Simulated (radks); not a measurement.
The numbers below are computed, except where a source is named.
Problem. Species: Ge26+. Configuration: [He] 2s2 2p2 (the NIST ground configuration). Code: a radial shooting solver on a logarithmic mesh with Libxc functionals. Model: scalar-relativistic Kohn-Sham, r2SCAN, spin-polarised, spherical densities, finite nucleus; open shells are filled with parallel spins first; meta-GGA in the generalised Kohn-Sham scheme; Fermi nuclear charge, rms radius 4.0742 fm. Some entries of the table are withheld. Estimate them.

| orbital | occ. | eigenvalue (eV) | <1/r> (bohr^-1) | r(max) (bohr) |
|---|---|---|---|---|
| 1s up | 1 | (1) | 32.46 | 0.03070 |
| 1s down | 1 | (2) | 32.50 | 0.03067 |
| 2s up | 1 | -2795.925 | 7.638 | 0.1691 |
| 2s down | 1 | -2761.796 | 7.565 | 0.1699 |
| 2p up | 2 | -2670.370 | 7.454 | 0.1339 |
| 2p down | 0 | -2627.029 | 7.404 | 0.1348 |

Solution. 
(1) 1s up eigenvalue (eV): -12682.08
(2) 1s down eigenvalue (eV): -12661.69
